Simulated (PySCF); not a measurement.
PySCF 2.14 output of an unrestricted M06-L calculation on a single atom or ion in x2c-SVPall (5s3p3d1f, 36 functions), with scalar relativity by spin-free X2C-1e:

```
SCF conv_tol = 1e-09
number electrons alpha = 14  beta = 10
    Y. Zhao and D. G. Truhlar.,  J. Chem. Phys. 125, 194101 (2006)
    Y. Zhao and D. G. Truhlar.,  J. Chem. Phys. 125, 194101 (2006)
    Y. Zhao and D. G. Truhlar.,  Theor. Chem. Acc. 120, 215 (2008)
cycle= 1 E= -1390.77340254973  delta_E= -0.00202  |g|= 0.00732  |ddm|= 0.0397
cycle= 2 E= -1390.77341395338  delta_E= -1.14e-05  |g|= 0.00117  |ddm|= 0.00378
cycle= 3 E= -1390.77341438661  delta_E= -4.33e-07  |g|= 0.000339  |ddm|= 0.000909
cycle= 4 E= -1390.77341443079  delta_E= -4.42e-08  |g|= 3.63e-05  |ddm|= 0.000237
cycle= 5 E= -1390.77341443134  delta_E= -5.52e-10  |g|= 7.54e-07  |ddm|= 2.82e-05
converged SCF energy = -1390.77341443134  <S^2> = 6.0026801  2S+1 = 5.0010719
```

The run itself started from symmetry-adapted Hartree-Fock orbitals and held the occupation by maximum overlap, on a logarithmic radial grid, so the iterations belong to that start.

**Question.** Which element, charge and spin multiplicity is this?

**Answer.** Co³⁺ (cobalt, charge +3), multiplicity 5; the state was [Ar] 3d6, high-spin 5D determinant.
